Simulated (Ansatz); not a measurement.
A nudged elastic band was laid between two geometries of AlFH4N2 + H2 (10 atoms, charge 0, multiplicity 1).

Method: RKS PBE-D4/6-31G* in Ansatz.

```yaml
movable_images: 7
climbing_image: yes
spring: 5.0 eV/Å²
optimiser: quadratic models (default)
start_path: through a guess of the saddle point
force_threshold: 0.05 eV/Å
iteration_limit: 60
end_points: relaxed
```

Image 0:

```xyz
10
Properties=species:S:1:pos:R:3
Al 0.175 0.378 0.087
N 0.136 0.098 1.848
H -0.719 0.045 2.398
H 0.951 -0.070 2.435
N 1.692 0.530 -0.833
H 2.628 0.510 -0.435
H 1.734 0.630 -1.846
F -1.278 0.523 -0.727
H -0.110 -3.233 1.382
H -0.068 -2.483 1.461
```

Image 8:

```xyz
10
Properties=species:S:1:pos:R:3
Al 0.145 -0.704 -0.103
N 0.067 -0.358 1.936
H -0.731 0.229 2.207
H 0.939 0.151 2.137
N 1.698 0.205 -0.446
H 2.421 -0.291 -0.972
H 1.659 1.161 -0.810
F -1.316 0.063 -0.493
H 0.209 -2.313 -0.187
H 0.048 -1.214 2.503
```

Question: Which bonds break or form, and what moves?

Answer: Bonds broken: H9–H10. Bonds formed: Al1–H9, N2–H10. AlFH4N2 + H2 becomes AlFH6N2.

Question: Give the energies along the band, and the barrier.

Answer: It converged. The highest image is number 5 of 0 to 8, 0.69 eV above the first end and 1.36 eV above the last; the last end lies 0.67 eV below the first. A vibrational analysis at the climbing image gives one clearly imaginary mode, 1129i cm⁻¹: a first-order saddle point. The orbitals stay closed-shell, which can raise the energy where a bond breaks towards radicals; this wasn't checked here.

```tsv
image	path coordinate (Å)	energy (eV)	H9–H10 (Å)	Al1–H9 (Å)	N2–H10 (Å)
0	0.00	0.00	0.76	3.85	2.62
1	0.54	0.00	0.76	3.54	2.65
2	1.08	0.01	0.76	3.20	2.65
3	1.62	0.05	0.76	2.71	2.43
4	2.16	0.26	0.79	2.24	1.95
5	2.71	0.69	1.02	1.86	1.42
6	3.52	-0.34	1.99	1.64	1.03
7	4.34	-0.60	2.64	1.62	1.03
8	5.16	-0.67	2.91	1.61	1.03
```

Question: What is the geometry of the highest image?

Answer: 
```xyz
10
Properties=species:S:1:pos:R:3:forces:R:3
Al 0.136 -0.188 0.105 -0.01 -0.01 0.00
N 0.118 -0.326 2.008 0.00 0.00 0.00
H -0.727 -0.071 2.529 0.00 0.00 0.00
H 0.945 -0.125 2.581 0.00 0.00 0.00
N 1.667 0.340 -0.664 0.00 0.00 0.00
H 2.592 0.069 -0.332 0.00 0.00 0.00
H 1.712 0.538 -1.664 0.01 0.00 0.00
F -1.326 0.280 -0.563 0.00 0.00 0.00
H -0.011 -2.014 0.424 0.01 0.00 -0.01
H 0.035 -1.574 1.346 -0.01 0.02 0.00
```

Question: What are the harmonic wavenumbers there?

Answer: 1129i, 125, 159, 209, 272, 299, 315, 489, 593, 637, 642, 715, 787, 872, 904, 1440, 1527, 1567, 1680, 1735, 3429, 3489, 3537, 3581 cm⁻¹.

Run time: 5.2 min on 1 thread of Arm Neoverse V1 (shared host), peak memory 0.12 GiB.
